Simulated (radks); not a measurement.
Results of a calculation; reference values are marked as such.
La I, 57 electrons, occupied as [Xe] 5d1 6s2.

Level of theory: scalar-relativistic Kohn-Sham, PBE, spin-unpolarised, spherical densities, finite nucleus; Fermi nuclear charge, rms radius 4.855 fm (a radial shooting solver on a logarithmic mesh with Libxc functionals).

Energy parts (hartree):
part                       energy
total                  -8492.9117
kinetic                 8982.7591
electron-nucleus      -20552.4499
Hartree                 3279.8614
exchange-correlation    -203.0822

Orbitals (lengths in bohr, moments of r in powers of bohr; <r^-3> diverges for s and p1/2; r(max) is where P^2 peaks):
orbital  occ.  eigenvalue (hartree)  <r^-3>   <1/r>   r(max)
1s          2             -1423.975       -   62.01  0.01608
2s          2             -226.6877       -   14.28  0.09094
2p          6             -203.1810    7486   13.55  0.07313
3s          2             -48.48616       -   5.171   0.2604
3p          6             -40.97869    1485   4.901   0.2548
3d         10             -30.19008   203.9   4.647   0.2101
4s          2              -9.79132       -   2.150   0.6083
4p          6              -7.34988   316.8   1.984   0.6354
4d         10              -3.81643   35.53   1.724   0.6717
5s          2              -1.43031       -  0.8494    1.409
5p          6              -0.82323   46.26  0.7247    1.587
6s          2              -0.13522       -  0.2841    3.820
5d          1              -0.11359   2.273  0.4409    2.213

The highest occupied level is 5d at -3.091 eV. Summed over all electrons, <r^2> = 95.40 bohr^2, which gives a Langevin (diamagnetic) susceptibility term of -75.6 x 10^-6 cm^3/mol. For comparison, the ionisation energy in NIST's Atomic Spectra Database is 5.577 eV (measured). In exact Kohn-Sham theory the highest level is minus the ionisation energy, but local and semilocal functionals leave it too shallow, through self-interaction and a potential that decays too fast; potentials with the right tail come closer. The electron density at the nucleus is 3.648e+05 e/bohr^3 (large components only). The density falls to 0.001 e/bohr^3 at r = 5.48 bohr.

Beside tabulated values, note that spin-unpolarised runs miss the spin-polarisation part of the exchange energy of open shells.
